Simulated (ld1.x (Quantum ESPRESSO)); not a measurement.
Reading a pseudo-wave (zirconium)

Columns: radius, all-electron u(r) and pseudo u(r) of the 4d shell (level -5.25 eV) of zirconium in the configuration [Ar] 3d10 4s2 4p6 4d2 5s1.75 5p0; LDA (PZ), scalar-relativistic, RRKJ scheme, ld1.x (Quantum ESPRESSO) 7.5.

| r (bohr) | all-electron | pseudo |
| --- | --- | --- |
| 0.158 | 0.2006 | -0.0033 |
| 0.315 | 0.3004 | -0.0252 |
| 0.473 | 0.1529 | -0.0788 |
| 0.630 | -0.0718 | -0.1665 |
| 0.788 | -0.2834 | -0.2823 |
| 0.945 | -0.4481 | -0.4094 |
| 1.102 | -0.5634 | -0.5301 |
| 1.260 | -0.6359 | -0.6284 |
| 1.418 | -0.6743 | -0.6932 |
| 1.575 | -0.6876 | -0.7218 |
| 1.732 | -0.6833 | -0.7199 |
| 1.890 | -0.6669 | -0.6962 |
| 2.047 | -0.6428 | -0.6611 |
| 2.205 | -0.6137 | -0.6223 |
| 2.362 | -0.5821 | -0.5847 |
| 2.520 | -0.5490 | -0.5494 |
| 2.678 | -0.5157 | -0.5157 |
| 2.835 | -0.4831 | -0.4831 |
| 2.992 | -0.4514 | -0.4514 |
| 3.150 | -0.4206 | -0.4206 |
| 3.308 | -0.3912 | -0.3912 |
| 3.465 | -0.3635 | -0.3635 |
| 3.622 | -0.3371 | -0.3371 |
| 3.780 | -0.3122 | -0.3122 |
| 3.938 | -0.2887 | -0.2887 |
| 4.095 | -0.2668 | -0.2668 |

Q: How many radial nodes do the two functions have?

A: The all-electron 4d function has n − l − 1 = 1; the pseudo-wave has 0, since the states of the same l below it are removed with the core.

Q: At about which radius was the pseudo-wave matched?

A: 2.70 bohr. The columns agree to 0.0005 from 2.52 bohr on; several derivatives are matched, so the curves merge somewhat inside the radius.

Q: Is the pseudo-wave norm-conserving?

A: Yes: the RRKJ scheme keeps the norm inside the radius equal to the all-electron one, which fixes the energy derivative of the logarithmic derivative at the level.
